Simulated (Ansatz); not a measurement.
A run for Ansatz (a first-principles code): U-MP2/aug-cc-pVTZ on CNO (SMILES [N]=C=O), 2S+1 = 2, atoms moved off the minimum.

Ansatz 0.2 input:
```yaml
crystal:
  periodic: [false, false, false]
  atoms:
    - {symbol: N, position_ang: [0.04622432, 0.07531512, -1.34651257]}
    - {symbol: C, position_ang: [-0.04961921, -0.00575536, -0.06068293]}
    - {symbol: O, position_ang: [-0.01380569, -0.02054311, 1.12379397]}
basis:
  gaussian:
    orbitals: aug-cc-pVTZ
magnetization: {spin_polarized: true, initial_magnetization: 1}
correlation: {method: mp2, electrons: outside_noble_gas}
scf: {omitted_lower_state_checks: [cluster_reference]}
output: {forces: true}
```

The head of its log:

```
WARN ansatz: RAYON_NUM_THREADS=1 ignored (pool sized by the plan → 1); use --threads N
Functional definition: HF
these checks for a lower state are left out or cut short: cluster_reference
integrals: 0.13 GiB planned
842 factors; integrals over basis functions are off by at most 1.4e-3 eV
mean field: 0.35 GiB planned
mean field evaluation 1: about -4547.2445 eV, gradient 2.0e1 eV
mean field evaluation 2: about -4547.2463 eV, gradient 2.0e1 eV
mean field evaluation 4: about -4549.1129 eV, gradient 3.0e0 eV
mean field evaluation 8: about -4549.2092 eV, gradient 4.8e-1 eV
mean field evaluation 16: about -4549.2295 eV, gradient 2.0e-6 eV
mean field evaluation 32: about -4549.2243 eV, gradient 2.7e-2 eV
mean field evaluation 64: about -4549.2293 eV, gradient 5.9e-2 eV
mean field evaluation 96: about -4549.2295 eV, gradient 2.0e-6 eV
mean field -4549.22948044 eV, -167.1810998277 hartree, gradient 2.0e-6 eV, S^2 0.845869; 6 other end points of the search recorded, 0 dependent functions left out
3 core orbitals not correlated
reference -4549.22948044 eV, -167.1810998277 hartree; 8, 7 occupied and 127, 128 virtual orbitals, 842 factors
densities: 0.46 GiB planned
```

Q: Give the final energy of this run.

A: -167.7183 hartree.
